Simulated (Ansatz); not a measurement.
```yaml
crystal:
  periodic: [false, false, false]
  atoms:
    - {symbol: C, position_ang: [-0.113796, 1.594324, -0.548981]}
    - {symbol: C, position_ang: [0.432036, 0.389403, -0.658432]}
    - {symbol: Sn, position_ang: [0.036684, -1.136038, 0.749205]}
    - {symbol: Cl, position_ang: [-1.026367, -2.876833, -0.399256]}
    - {symbol: H, position_ang: [0.088775, 2.381939, -1.270778]}
    - {symbol: H, position_ang: [-0.790804, 1.856982, 0.259677]}
    - {symbol: H, position_ang: [1.097579, 0.173433, -1.489915]}
    - {symbol: H, position_ang: [1.431290, -1.848819, 1.418192]}
    - {symbol: H, position_ang: [-1.066997, -0.580692, 1.923188]}
basis:
  gaussian: {orbitals: def2-mTZVP}
magnetization: {spin_polarized: true, initial_magnetization: 1}
hamiltonian: {xc: {name: PBE0-DH}}
output: {forces: true}
```

```sh
$ ansatz run in.yaml --threads 4 --pin off --events-out ev --progress --plain --max-ram 10444MiB
```

Output, abridged:

```
Error: a molecule whose nuclei and cores have a total charge of 56 cannot have a net charge of 0 together with 1 unpaired electrons
```

In this input the number of unpaired electrons doesn't fit the electron count. The program refused the input.
